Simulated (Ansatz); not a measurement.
The first iterations of a band of CH5N + ClH5Si2 (15 atoms, charge 0, multiplicity 1).

These are results of RKS revPBE-D4/6-31G* (Ansatz 0.2.0), not measurements.

| Property | Result |
| --- | --- |
| movable images | 2 |
| climbing image | no |
| spring | 5.0 eV/Å² |
| optimiser | quadratic models (default) |
| start path | through a guess of the saddle point |
| force threshold | 0.05 eV/Å |
| iteration limit | 60 |
| end points | relaxed |

Initial state:

```xyz
15
Properties=species:S:1:pos:R:3
Si -1.160 -1.085 1.327
Cl 0.480 -1.330 2.639
H -1.016 -2.084 0.218
H -2.341 -1.520 2.154
Si -1.336 1.115 0.552
H 1.755 0.417 0.297
N 1.145 -0.179 -0.273
C 1.294 0.161 -1.702
H -2.617 1.752 1.041
H -0.213 1.971 1.056
H -1.394 1.147 -0.946
H 1.480 -1.135 -0.112
H 1.003 1.213 -1.854
H 2.318 0.020 -2.105
H 0.601 -0.464 -2.291
```

Final state:

```xyz
15
Properties=species:S:1:pos:R:3
Si -0.948 -0.872 0.179
Cl 1.294 0.871 2.129
H -1.489 -1.415 -1.115
H -1.164 -1.889 1.255
Si -1.631 1.323 0.677
H 1.244 -0.249 0.852
N 0.901 -0.890 -0.072
C 1.408 -0.219 -1.303
H -1.784 1.546 2.141
H -0.739 2.309 -0.005
H -2.993 1.439 0.030
H 1.293 -1.837 0.021
H 1.088 0.833 -1.271
H 2.508 -0.248 -1.308
H 1.013 -0.702 -2.211
```

| iteration | highest image above the first end (eV) | largest band force component (eV/Å) |
| --- | --- | --- |
| 1 | 2.484 | 5.184 |
| 2 | 1.016 | 2.688 |
| 3 | 0.575 | 1.792 |
| 4 | 0.467 | 0.679 |

Does the band converge within its limit, and where does its top end?

The run converged. It ended after 12 iterations with the highest image 0.354 eV above the first end. No image climbed, so the highest image needn't sit at the top of the path. So few images can step over the top or miss a turn of the path. The orbitals stay closed-shell, which can raise the energy where a bond breaks towards radicals; this wasn't checked here.

The run took 73 s on 2 threads of Arm Neoverse V2, on a shared host, peak memory 0.17 GiB.
